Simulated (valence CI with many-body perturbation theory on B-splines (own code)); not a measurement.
# Basis-set convergence for Eu⁵⁷⁺

Computed by relativistic CI+MBPT: four valence electrons over a frozen Dirac-Fock core [He], a basis of 9 s, 9 p, 8 d, 6 f, 3 g, 1 h functions for each j, with the one-electron correlation potential Σ1, the two-electron term Σ2, the three-electron term Σ3, Breit, model QED; selected CI, second order for the rest, scaled by the run's own slope (own B-spline code, finite nucleus).

No measured spectrum was set against this ion. As an estimate, large intervals hold to a few tenths of a per cent, small ones and those within an open d or f shell to about a per cent.

The reference run has the lowest level (2s^2 2p1/2^2) J=0 and an ionisation energy of 12720.1 eV. Its largest variational space holds 20000 state functions.

Levels are named by their leading jj configuration (3d3/2^4 stands for four electrons in 3d with j = 3/2), which in mixed levels can hold well under half, so a name can repeat and another be missing. Letters in brackets count levels of one name in rising energy.

Changed runs:
A. basis 6 s, 6 p, 5 d, 3 f, 1 g
B. basis 5 s, 5 p, 4 d, 2 f

Excitation energies of the reference run in cm⁻¹, and shifts in cm⁻¹:

```tsv
Level	Reference	A	B
(2s^2 2p1/2 2p3/2) J=1	5427270	+13	-190
(2s^2 2p1/2 2p3/2) J=2	5566900	+150	+171
(2s 2p1/2^2 2p3/2) J=2	7315770	-26	-267
(2s 2p1/2^2 2p3/2) J=1	7898770	+83	+200
(2s^2 2p3/2^2) J=2	11128400	+110	-38
(2s^2 2p3/2^2) J=0	11532400	+97	+187
(2s 2p1/2 2p3/2^2) J=2 [a]	12560700	-85	-595
(2s 2p1/2 2p3/2^2) J=3	12884600	+167	+25
(2s 2p1/2 2p3/2^2) J=0	13267700	-10	-55
(2s 2p1/2 2p3/2^2) J=1 [a]	13416700	+106	+56
(2s 2p1/2 2p3/2^2) J=2 [b]	13498200	+235	+408
(2s 2p1/2 2p3/2^2) J=1 [b]	13525600	+127	+231
Ionisation energy (eV)	12720.1	-0.0005	-0.082
```
